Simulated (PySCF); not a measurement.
# Ionising InBi

PBE0; In def2-SVP with ECP28, Bi def2-SVP with ECP60; scalar-relativistic core potentials (PySCF 2.14). Neutral (UKS): triplet (π ↑↑), Re = 3.026 Å, ωe = 126 cm⁻¹, De = 1.57 eV, HOMO -4.74 eV, LUMO -2.82 eV.

InBi⁺ (UKS): quartet (σ ↑, π ↑↑), Re = 3.197 Å, ωe = 76.6 cm⁻¹. The energies at the minima are -404.78074 hartree for InBi and -404.54025 for InBi⁺.

(1) Work out the adiabatic ionisation energy, without and with harmonic zero-point energies (1 hartree = 27.2114 eV, 1 eV = 8065.5 cm⁻¹), and the change of the bond length.

These are scalar-relativistic numbers at best; spin–orbit coupling would shift them, the dissociation energy most. States were picked by a PBE0 search and need not be the measured ground states.

## Answers

(1) At PBE0: 0.24049 hartree = 6.544 eV between the minima; the zero-point term (76.6 − 126.0)/2 cm⁻¹ = -0.003 eV makes it 6.541 eV. Re changes by +17.1 pm against the neutral. The electron leaves a σ orbital, and the longer bond of the ion fits a bonding orbital, or a change in how ionic the bond is.
